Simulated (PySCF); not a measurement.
SMILES C(OC(=O)C)(COC)[CH2] (C₆H₁₁O₃), doublet (GFN2-xTB optimised geometry):

```
20

C     -2.026    -1.302     0.000
C     -0.559    -1.302     0.000
C      0.029    -1.887    -1.310
O     -0.465    -1.156    -2.402
C      0.080    -1.575    -3.626
O     -0.094     0.032     0.195
C      1.150     0.191     0.649
C      1.477     1.652     0.812
O      1.894    -0.719     0.909
H     -2.548    -2.220    -0.171
H     -2.554    -0.371     0.000
H     -0.146    -1.933     0.810
H      1.127    -1.829    -1.265
H     -0.262    -2.946    -1.384
H      1.171    -1.460    -3.637
H     -0.361    -0.943    -4.394
H     -0.163    -2.626    -3.831
H      1.050     2.220    -0.008
H      1.037     2.005     1.743
H      2.554     1.784     0.856
```

Method: unrestricted B3LYP/def2-SVP in PySCF.

Problem. What are the frontier orbital energies (α orbitals alone; a β orbital can be the lowest empty one) and the dipole moment?

Solution. HOMO-2 -7.54 eV, HOMO-1 -7.11 eV, HOMO -5.78 eV, LUMO 0.31 eV, LUMO+1 1.52 eV; dipole moment 1.11 D.

On the same geometry unrestricted PBE/def2-SVP run with PySCF 2.14.0 gives HOMO-2 -6.11 eV, HOMO-1 -5.72 eV, HOMO -4.68 eV, LUMO -0.56 eV, LUMO+1 0.96 eV; dipole moment 1.11 D.

Meta-Löwdin charges at B3LYP/def2-SVP: C1 -0.22, C2 0.14, C3 0.04, O4 -0.39, C5 -0.07, O6 -0.34, C7 0.51, C8 -0.32, O9 -0.45, H10 0.11, H11 0.12, H12 0.11, H13 0.09, H14 0.07, H15 0.08, H16 0.11, H17 0.08, H18 0.12, H19 0.12, H20 0.12.
